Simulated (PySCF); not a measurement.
disiloxane (H6OSi2), SMILES [SiH3]O[SiH3].

Geometry optimised at PBE0-D3(BJ)/def2-SVP.

The numbers are results of PBE/def2-TZVPD in PySCF, not measurements.

Symmetry labels are those of the subgroup C2v that the program uses (full group C2v).

Computed valence orbital energies around the gap with their symmetry:
```tsv
orbital	symmetry	energy (eV)
HOMO−7	A1	-12.47
HOMO−6	B1	-10.58
HOMO−5	A1	-9.89
HOMO−4	B2	-9.84
HOMO−3	B1	-8.45
HOMO−2	A2	-8.43
HOMO−1	A1	-7.44
HOMO	B2	-7.31
LUMO	A1	-1.29
LUMO+1	A1	-0.30
LUMO+2	B1	-0.01
LUMO+3	A1	0.10
```
